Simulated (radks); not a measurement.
The numbers below are computed, except where a source is named.
Spherical quantum dot in the effective-mass picture: electrons in a well V = -V0 / (1 + exp((r - R)/a)) with V0 = 8.51, R = 3.9, a = 0.22, all in effective atomic units (hartree* = m*/eps^2 hartree, bohr* = eps/m* bohr), one dielectric constant everywhere. Level of theory: non-relativistic Kohn-Sham, LDA (Slater exchange, Perdew-Wang correlation), spin-polarised, spherical densities (a radial shooting solver with Libxc functionals). Levels are named by radial order and angular momentum (1s, 1p, 1d, 2s, ...), and open shells are averaged over m. Results are scaled to m* = 0.12 and eps = 17.5, for which hartree* = 10.66 meV and bohr* = 7.717 nm.

N = 2, configuration 1s2. This is the lowest configuration that the search found. Occupied and some empty levels:

level,occupation,eigenvalue (meV),<r> (nm)
1s,2,-80.752,15.64
1p,0,-77.406,18.03
1d,0,-72.950,19.62
2s,0,-70.003,15.06

Energy (meV): total -169.405, kinetic 6.2238, external -180.07, Hartree 9.4010, exchange-correlation -4.9569.
